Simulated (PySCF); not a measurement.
Compound: C6H6O.
Geometry (PBE0-D3(BJ)/def2-SVP, Å), atoms numbered from 1 in this order:
```
atom  x, y, z in Å
C1     1.398   -0.029   -0.250
C2     0.910    0.959    0.498
C3    -0.471    0.445    0.959
C4    -1.384    0.421   -0.286
C5    -0.896   -0.567   -1.035
C6     0.297   -1.112   -0.219
O7    -0.195   -0.939    1.100
H8     2.324   -0.074   -0.822
H9     1.328    1.944    0.705
H10   -0.886    0.876    1.879
H11   -2.195    1.116   -0.498
H12   -1.199   -0.902   -2.026
H13    0.605   -2.148   -0.410
```

Computed with TDDFT PBE0/def2-SVPD, vertical, gas phase, core orbitals frozen in the response (PySCF).

Predict the UV-vis stick spectrum at this level.

| state | E (eV) | λ (nm) | ν̃ (cm⁻¹) | f | \|μ\| (D) | symmetry | main configurations (H = HOMO, L = LUMO) |
| --- | --- | --- | --- | --- | --- | --- | --- |
| S1 | 4.65 | 266.7 | 37500 | 0.0000 | 0.00 | – | H→L (98%) |
| S2 | 5.43 | 228.5 | 43770 | 0.0000 | 0.00 | – | H-2→L (99%) |
| S3 | 5.79 | 214.0 | 46740 | 0.012 | 0.74 | B1 or B2 | H-1→L (80%), H→L+1 (18%) |
| S4 | 6.34 | 195.5 | 51140 | 0.0066 | 0.52 | B1 or B2 | H→L+2 (98%) |
| S5 | 6.55 | 189.4 | 52800 | 0.084 | 1.84 | B1 or B2 | H→L+1 (69%), H-2→L+1 (16%), H-1→L (11%) |
| S6 | 7.12 | 174.1 | 57450 | 0.0000 | 0.00 | – | H→L+3 (99%) |
| S7 | 7.13 | 173.8 | 57520 | 0.024 | 0.93 | A1 | H→L+4 (91%) |
| S8 | 7.35 | 168.7 | 59290 | 0.0047 | 0.41 | B1 or B2 | H-3→L (56%), H→L+5 (36%) |
| S9 | 7.39 | 167.7 | 59620 | 0.022 | 0.88 | B1 or B2 | H→L+5 (57%), H-3→L (38%) |
| S10 | 7.44 | 166.6 | 60030 | 0.0000 | 0.01 | – | H-1→L+1 (97%) |

Triplets (Tamm–Dancoff): T1 3.11 eV, H→L (90%); T2 3.99 eV, H-1→L (53%), H→L+1 (38%); T3 5.15 eV, H-2→L (96%); T4 5.68 eV, H→L+1 (50%), H-1→L (44%).

The lowest singlet comes at 267 nm (449 kJ/mol) in the ultraviolet; it is dark (f under 0.0005); its leading configuration is HOMO→LUMO (98%). The most intense listed level is S5 at 6.55 eV (189 nm, f = 0.084), 1.90 eV above S1. S6/S7 lie within about 0.01 eV of each other. Löwdin shares by element: HOMO carbon 75% or more (atoms not listed hold the other 25%); LUMO carbon 70% or more (atoms not listed hold the other 30%). The oscillator strengths of these states sum to 0.152; summed over the whole spectrum of an exact calculation they would give the number of electrons, 50 (Thomas–Reiche–Kuhn). Weighted by f, the mean energy of these states is 6.71 eV. The listed states span 2.79 eV, and the widest gap between neighbours is 0.78 eV (S1 to S2). The vertical ionisation energy (ΔSCF) is 8.61 eV, 1.17 eV above S10. Symmetry labels in C2v follow from the direction of the transition dipole and are given only for states with f of 0.002 or more; B1 and B2 swap with the choice of axes. The window holds the lowest 10 singlets.

On an Arm Neoverse V1 with one thread, shared host, this took 47 s.
